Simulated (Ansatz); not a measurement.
Input for Ansatz (a first-principles code): U-B3LYP/def2-TZVPP on InCl, a point of a bond scan (R = 7.811 Å). Elements past Kr take the def2 small-core potentials; no spin–orbit coupling.

Ansatz 0.2 input:
```yaml
crystal:
  periodic: [false, false, false]
  atoms:
    - {symbol: In, position_ang: [-0.00000000, -0.00000000, -0.62874031]}
    - {symbol: Cl, position_ang: [0.00000000, 0.00000000, 7.18243339]}
basis:
  gaussian:
    orbitals: def2-TZVPP
hamiltonian:
  xc: {name: B3LYP}
magnetization: {spin_polarized: true, initial_magnetization: 0}
```

Output:

```
WARN ansatz: RAYON_NUM_THREADS=1 ignored (pool sized by the plan → 1); use --threads N
Functional definition: B3LYP
integrals: 0.02 GiB planned
778 factors; their error is unknown
mean field: 0.30 GiB planned
mean field evaluation 1: about -17694.5069 eV, gradient 1.9e1 eV
mean field evaluation 2: about -17451.8029 eV, gradient 7.4e1 eV
mean field evaluation 4: about -17457.2069 eV, gradient 6.5e1 eV
mean field evaluation 8: about -17695.8539 eV, gradient 9.3e0 eV
mean field evaluation 16: about -17697.5313 eV, gradient 1.7e-3 eV
mean field evaluation 32: about -17697.8608 eV, gradient 1.4e-2 eV
mean field evaluation 64: about -17697.8440 eV, gradient 7.8e-1 eV
mean field evaluation 96: about -17697.8569 eV, gradient 7.8e-3 eV
mean field evaluation 128: about -17696.6711 eV, gradient 7.2e0 eV
mean field evaluation 160: about -17697.0228 eV, gradient 5.7e-2 eV
mean field evaluation 192: about -17697.8565 eV, gradient 2.3e-1 eV
mean field evaluation 224: about -17697.1007 eV, gradient 6.5e0 eV
mean field evaluation 256: about -17697.2991 eV, gradient 2.0e0 eV
mean field evaluation 288: about -17697.3923 eV, gradient 4.9e0 eV
mean field evaluation 320: about -17696.7721 eV, gradient 8.1e0 eV
mean field -17697.86084887 eV, -650.3843901552 hartree, gradient 3.5e-6 eV, S^2 0.556196; 19 other end points of the search recorded, 0 dependent functions left out
reference -17697.86112860 eV, -650.3844004349 hartree; 19, 19 occupied and 73, 73 virtual orbitals, 778 factors
Total energy: -17697.86112860 eV, -650.3844004349 hartree
```

Self-consistency was reached. Its determinant has ⟨S²⟩ = 0.56, a mixture of spin states.

Cost: roughly 60 core-seconds.
